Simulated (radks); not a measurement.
The numbers below are computed, except where a source is named.
Task: These are the eigenvalues of the occupied orbitals of an atom or ion with whole-number occupations (eV). Level of theory: Dirac Kohn-Sham, PBE, spin-unpolarised, spherical densities, finite nucleus; Fermi nuclear charge, rms radius of each element as measured or else 0.836 A^(1/3) + 0.57 fm (a radial shooting solver on a logarithmic mesh with Libxc functionals).

orbital  eigenvalue
1s1/2     -41824.37
2s1/2     -6769.016
2p1/2     -6400.191
2p3/2     -5918.074
3s1/2     -1502.599
3p1/2     -1345.723
3p3/2     -1250.239
3d3/2     -976.4090
3d5/2     -955.8456
4s1/2     -339.7605
4p1/2     -280.8490
4p3/2     -259.9810
4d3/2     -162.9968
4d5/2     -159.2782
5s1/2      -80.8792
5p1/2      -63.7322
5p3/2      -60.2401
4f5/2      -48.7464

Which element is it, and in what charge state? The configuration may be excited. Open shells, if any, fill j = l - 1/2 first.

Result: Z = 59, praseodymium, charge +4: Pr4+ in [Xe] 4f1. The list shows which subshells hold electrons but not how many an open one holds; the 1s level, -1537 hartree, gives Z - s = 55.4 by -(Z - s)^2/2, which with screening and relativity narrows Z to a few neighbours, and the depths of the outer levels then fix element, charge and occupations together.
